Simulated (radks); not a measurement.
Problem. Excited configurations of the bromine ion Br+: one electron is placed in a higher orbital outside [Ar] 3d10 4s2 4p3. The ground configuration is [Ar] 3d10 4s2 4p4. All-electron calculation, scalar-relativistic Kohn-Sham, PBE, spin-polarised, spherical densities, point nucleus; open shells are filled with parallel spins first. Program: a radial shooting solver on a logarithmic mesh with Libxc functionals. Excitation = E - E(ground); binding = E(ion) - E, where the ion is the core of charge +2; n* = 2/sqrt(2 binding) in atomic units, and the quantum defect is n - n*.

outer orbital  excitation (eV)  binding (eV)     n*  quantum defect  eigenvalue (eV)  <r> (bohr)
4d                      12.374         8.876  2.476           1.524           -5.705       3.380
6f                      19.440         1.810  5.483           0.517           -1.428       21.07
7p                      18.561         2.689  4.499           2.501           -2.180       15.70
7d                      19.264         1.986  5.234           1.766           -1.600       20.56

Estimate the row for 6p.

Solution. excitation (eV) 17.020; binding (eV) 4.230; n* 3.587; quantum defect 2.413; eigenvalue (eV) -3.350; <r> (bohr) 9.818. The Delta-SCF ionisation energy is 21.250 eV (NIST Atomic Spectra Database: 21.591 eV, measured). Self-interaction in the functional shifts the binding energies and quantum defects, so they are the method's values and not measured ones. Open shells are spherical and high-spin; term and fine-structure splittings are not resolved.
